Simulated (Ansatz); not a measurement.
Calculated with Ansatz (gas phase, PBE0-D4/def2-TZVP geometries, no zero-point term in ΔE). CCSD(T)/CBS adds triple-zeta CCSD(T) − MP2 to the extrapolated MP2 energy (def2 sets, frozen cores). This one scheme is used for every species. DFT in def2-TZVPP. Elements past krypton have def2 core potentials. For Se, Sn outer-core shells are correlated without core-valence functions, which leaves a few kJ/mol of doubt a bond. Scalar relativity is left out up to krypton. Each species was taken in one conformer, which may not be the lowest.

Consider the formal exchange of groups at the Se–Sn bond: `[CH3][SnH2][SeH]` + `ClBCl` → `ClB(Cl)[SeH]` + `[CH3][SnH3]`.

```tsv
level	ΔE (kJ/mol)
PBE-QIDH	19.4
SCS-MP2/def2-QZVPP	25.4
```

Task: What does CCSD(T)/CBS give? (Best estimate.)

Result: Ansatz gave: +26.1 kJ/mol. The listed levels differ from it by -6.7, -0.7 kJ/mol.

Task: What do rigid-rotor, harmonic-oscillator terms from PBE0-D4/def2-TZVP frequencies (298.15 K, 1 bar) make of the CCSD(T)/CBS value? (Best estimate.)

Result: The calculation gave: ΔZPE = -3.5 kJ/mol, ΔH = +21.3 kJ/mol, ΔS = -19 J/(mol·K), ΔG = +27.0 kJ/mol.

Largest T1 diagnostic among the species: 0.012.

From r2SCAN to r2SCAN0 (25 % exact exchange), in def2-TZVPP and without D4, ΔE moves by +3.2 kJ/mol. The D4 term adds −3.4 kJ/mol with B3LYP and −1.4 kJ/mol with PBE0; it sums over pairs of atoms, weighted by their polarisabilities, and B3LYP, whose exchange is more repulsive, gets the larger term. At CCSD(T), def2-SVP lies −11.8 kJ/mol from the extrapolated value and def2-TZVPP −8.7 kJ/mol.

B3LYP here is the variant with VWN-RPA as its local correlation; programs differ in this.
